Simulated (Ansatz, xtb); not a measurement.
**Cl2GeH4Si: where a starting geometry ends**

The starting geometry of this gas-phase singlet has its atoms placed at random.

```xyz
8

Cl    0.6853   -1.3782    0.3020
Cl   -1.3538   -0.0086    0.5394
Ge    1.0250    1.1834   -0.7816
Si   -0.5588   -1.5517   -1.3467
H    -0.3706    1.6040    0.5269
H     1.8807   -0.2749    0.7493
H    -2.0222    0.6954   -0.7383
H     0.7986   -0.5444    1.6058
```

Task: Guess where an optimisation with r2SCAN-D4/def2-SVP ends from this start.

Result: It loosens into Cl2GeH2Si + H2, which stay close as a complex. Distances that change by over a tenth: Cl1–Cl2 (2.47 → 3.50 Å), Cl1–Si4 (2.07 → 2.46 Å), Cl1–H6 (1.69 → 3.78 Å), H5–H7 (2.27 → 0.79 Å). Contacts that open: Cl1–H8 (1.55 → 3.04 Å), Cl2–H7 (1.60 → 2.54 Å). Contacts that close: Cl1–Ge3 (2.80 → 2.35 Å), Cl2–Si4 (2.56 → 2.16 Å), Ge3–Si4 (3.21 → 2.54 Å), H6–H8 (1.41 → 0.76 Å).

The energy falls by 11.69 eV over 34 steps:

```tsv
step	E − E(last) (eV)
1	11.689
5	2.311
8	1.154
12	0.750
16	0.299
19	0.024
23	0.005
27	0.000
30	0.000
34	0.000
```

Final geometry (Å):

```yaml
atoms:
  - { symbol: Cl, position_ang: [0.8004, -1.5725, -0.4601] }
  - { symbol: Cl, position_ang: [-2.5526, -0.6215, -0.1411] }
  - { symbol: Ge, position_ang: [0.5989, 0.4519, -1.6395] }
  - { symbol: Si, position_ang: [-1.2722, -1.2694, -1.7519] }
  - { symbol: H, position_ang: [0.0332, 1.4334, 0.0960] }
  - { symbol: H, position_ang: [1.6476, 0.3624, 2.6781] }
  - { symbol: H, position_ang: [-0.6512, 1.0622, -0.0428] }
  - { symbol: H, position_ang: [1.4800, -0.1215, 2.1180] }
```

From the same start GFN2-xTB ends elsewhere, in pieces: Cl2GeSi + H2 + H2.

From so rough a start the end depends on the optimiser's path, so another program may land elsewhere. No frequencies were run, so the end isn't proven a minimum. Run with Ansatz 0.2.0, 110 s on 2 threads of Arm Neoverse V2, on a shared host.
